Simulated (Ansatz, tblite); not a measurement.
Removing and adding an electron: Mo3H3Se9. The state is a doublet with charge 0. Geometry: PBE-D4/def2-SVP. Ansatz, gas phase; energy differences of separate SCF runs; the oxidised species is a singlet (the triplet lies 0.70 eV higher at PBE0-D4/def2-TZVP); the reduced species is a singlet (the triplet lies 0.32 eV higher at PBE0-D4/def2-TZVP).

```xyz
15

Mo   -1.0228    0.8733   -0.5228
Mo   -0.3933   -1.9143   -0.1703
Mo    1.5218    0.3953    0.2589
Se   -2.7577    2.5304   -1.7582
Se    0.8885    2.2568   -1.1297
Se   -2.9882    1.9066    0.5304
Se   -1.3077   -0.7680   -2.2154
Se   -2.2618   -3.1189    0.3965
Se    2.0333   -1.3392   -1.1905
Se   -0.4201   -0.2872    1.6545
Se    0.8962   -3.9401    0.6317
Se    3.1803    0.9755    1.9831
H    -2.0602    3.8373   -1.5325
H     2.3075   -3.4744    0.4499
H     2.3843    2.0669    2.6144
```

In the def2 sets Mo takes a core potential; there is no spin–orbit coupling. The xTB rows come from tblite. B3LYP takes the VWN-RPA correlation. Single mean-field runs in def2-TZVP are fitted with def2-universal-jkfit.

Q: Estimate orbital energies and vertical ionisation energies and electron affinities at: GFN1-xTB; GFN2-xTB; PBE-D4/def2-TZVP; r2SCAN-D4/def2-TZVP; B3LYP-D4/def2-TZVP; PBE0-D4/def2-TZVP.

A: 
```json
{"level": "GFN1-xTB", "−HOMO (eV)": "–", "vertical IE (eV)": "11.38", "−LUMO (eV)": "–", "vertical EA (eV)": "7.29", "HOMO–LUMO gap (eV)": "–", "IE − EA (eV)": "4.09", "remarks": "–"}
{"level": "GFN2-xTB", "−HOMO (eV)": "–", "vertical IE (eV)": "12.06", "−LUMO (eV)": "–", "vertical EA (eV)": "8.86", "HOMO–LUMO gap (eV)": "–", "IE − EA (eV)": "3.19", "remarks": "–"}
{"level": "PBE-D4/def2-TZVP", "−HOMO (eV)": "4.80", "vertical IE (eV)": "–", "−LUMO (eV)": "4.49", "vertical EA (eV)": "2.78", "HOMO–LUMO gap (eV)": "0.31", "IE − EA (eV)": "–", "remarks": "restricted singlet, untested (-1 singlet)"}
{"level": "r2SCAN-D4/def2-TZVP", "−HOMO (eV)": "5.07", "vertical IE (eV)": "–", "−LUMO (eV)": "4.56", "vertical EA (eV)": "2.88", "HOMO–LUMO gap (eV)": "0.51", "IE − EA (eV)": "–", "remarks": "restricted singlet, untested (-1 singlet)"}
{"level": "B3LYP-D4/def2-TZVP", "−HOMO (eV)": "5.55", "vertical IE (eV)": "–", "−LUMO (eV)": "4.13", "vertical EA (eV)": "2.94", "HOMO–LUMO gap (eV)": "1.42", "IE − EA (eV)": "–", "remarks": "restricted singlet, untested (-1 singlet)"}
{"level": "PBE0-D4/def2-TZVP", "−HOMO (eV)": "5.77", "vertical IE (eV)": "–", "−LUMO (eV)": "4.00", "vertical EA (eV)": "2.94", "HOMO–LUMO gap (eV)": "1.76", "IE − EA (eV)": "–", "remarks": "restricted singlet, untested (-1 singlet)"}
```

Run but left out: HF/def2-TZVP, PBE-QIDH/def2-TZVP (doublet: ⟨S²⟩ 2.16 to 3.94, where a pure state has 0.75); PBE-D4/def2-TZVP, r2SCAN-D4/def2-TZVP, B3LYP-D4/def2-TZVP, PBE0-D4/def2-TZVP (charge +1 singlet: restricted singlet, unstable towards broken spin symmetry at other levels and untested here).   HOMO and LUMO are the levels of the spin that leaves or enters (xTB has no such levels and no spin-polarisation term). Other spin states of the ions may lie lower, which would lower the ionisation energy or raise the affinity. Raw xTB energy differences between charge states are shifted by several eV; the methods need an empirical correction for them. Sets without diffuse functions give affinities that are too small.
